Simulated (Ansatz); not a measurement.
A CCSD(T) single point on `CCN(C)[Si](Cl)(OC)OC`.

```yaml
crystal:
  periodic: [false, false, false]
  atoms:
    - {symbol: C, position_ang: [-0.631415, 1.043111, -2.656579]}
    - {symbol: C, position_ang: [0.072880, -0.062976, -1.886209]}
    - {symbol: N, position_ang: [-0.537905, -0.391362, -0.609633]}
    - {symbol: C, position_ang: [-1.804190, -1.086142, -0.695720]}
    - {symbol: Si, position_ang: [-0.087539, 0.351632, 0.841521]}
    - {symbol: Cl, position_ang: [-1.190473, 2.022758, 1.324399]}
    - {symbol: O, position_ang: [-0.356888, -0.628249, 2.114649]}
    - {symbol: C, position_ang: [0.232838, -1.907746, 2.221396]}
    - {symbol: O, position_ang: [1.467054, 0.790585, 0.665772]}
    - {symbol: C, position_ang: [2.182360, 1.641840, 1.533727]}
    - {symbol: H, position_ang: [-1.667535, 0.783871, -2.884971]}
    - {symbol: H, position_ang: [-0.121315, 1.230132, -3.604883]}
    - {symbol: H, position_ang: [-0.635461, 1.972224, -2.081838]}
    - {symbol: H, position_ang: [1.110140, 0.222363, -1.702508]}
    - {symbol: H, position_ang: [0.100296, -0.977519, -2.493623]}
    - {symbol: H, position_ang: [-2.154312, -1.359868, 0.301516]}
    - {symbol: H, position_ang: [-2.591397, -0.483964, -1.165240]}
    - {symbol: H, position_ang: [-1.692055, -2.008440, -1.278530]}
    - {symbol: H, position_ang: [0.013757, -2.524675, 1.343696]}
    - {symbol: H, position_ang: [-0.177492, -2.394428, 3.107378]}
    - {symbol: H, position_ang: [1.319666, -1.835361, 2.330704]}
    - {symbol: H, position_ang: [2.241206, 1.222296, 2.542902]}
    - {symbol: H, position_ang: [1.714231, 2.628487, 1.592450]}
    - {symbol: H, position_ang: [3.193530, 1.751441, 1.139604]}
basis:
  gaussian: {orbitals: def2-SVP}
correlation: {method: ccsd_t}
```

```sh
$ ansatz run in.yaml --threads 6 --pin off --events-out ev --progress --plain --backend cuda
```

The program prints (abridged):

```
Functional definition: HF
2178 factors; integrals over basis functions are off by at most 1.4e-3 eV
mean field evaluation 1: about -31280.0567 eV, gradient 4.7e1 eV
mean field evaluation 2: about -31280.0671 eV, gradient 4.7e1 eV
mean field evaluation 4: about -31285.3609 eV, gradient 5.5e0 eV
mean field evaluation 8: about -31285.4370 eV, gradient 1.5e-4 eV
mean field -31285.43703707 eV, -1149.7186050816 hartree, gradient 1.8e-6 eV, S^2 0.000000; 0 other end points of the search recorded, 0 dependent functions left out
18 core orbitals not correlated: weight in the atoms' cores, before any rotation towards them, 1.000 or more for the frozen orbitals, at most 0.000 for the correlated occupied ones
reference -31285.43703707 eV, -1149.7186050816 hartree; 31, 31 occupied and 169, 169 virtual orbitals, 2178 factors
second order -40.02600931 eV of doubles, -0.00000000 eV of singles
cycle   1  -41.61204857 eV  change    -1.6e0 eV  update   1.3e-1
cycle   2  -42.60320901 eV  change   -9.9e-1 eV  update   3.6e-2
cycle   3  -42.81495978 eV  change   -2.1e-1 eV  update   1.7e-2
cycle   4  -42.81081448 eV  change    4.1e-3 eV  update   3.5e-3
cycle   5  -42.81130251 eV  change   -4.9e-4 eV  update   1.3e-3
cycle   6  -42.81171779 eV  change   -4.2e-4 eV  update   3.8e-4
cycle   7  -42.81148023 eV  change    2.4e-4 eV  update   1.4e-4
cycle   8  -42.81143680 eV  change    4.3e-5 eV  update   4.2e-5
perturbative correction -1.15527049 eV, -0.0424554073 hartree
Total energy: -31329.40374436 eV, -1151.3343517728 hartree
```

Run time 5.5 s (6 threads of an AMD EPYC 7R13 on a shared host and a share of an NVIDIA H100 80 GB); peak host memory 0.83 GiB.

Correlation energy per correlated electron: -0.709 eV. T1 diagnostic: 0.0098.
